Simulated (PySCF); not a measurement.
Excitations are Tamm–Dancoff values on a coarser integration grid. The basis has no diffuse functions, so Rydberg states are missing or too high.

Cartesian coordinates (Å):
```xyz
8

Si    -1.2351     0.0632    -0.0700
Si     1.0811    -0.1047     0.2061
Cl     1.9333     1.7524    -0.0980
Cl     1.8319    -1.4345    -1.1853
H     -1.8498    -1.2686     0.1377
H     -1.7768     1.0233     0.9196
H     -1.5096     0.5405    -1.4434
H      1.5251    -0.5717     1.5334
```
Charge 0, multiplicity 1.

Question: What is the computed total energy, HOMO, T1 excitation (TDA), HOMO–LUMO gap, LUMO, dipole moment, S1–T1 gap (TDA) and S1 oscillator strength (TPSSh-D3(BJ)/def2-TZVP // B3LYP-D3(BJ)/def2-TZVP run with PySCF 2.14.0)?

Answer: 
total energy: -40871.96 eV
HOMO: -7.72 eV
T1 excitation (TDA): 5.63 eV
HOMO–LUMO gap: 6.77 eV
LUMO: -0.95 eV
dipole moment: 0.325 e·Å
S1–T1 gap (TDA): 0.74 eV
S1 oscillator strength: 0.019
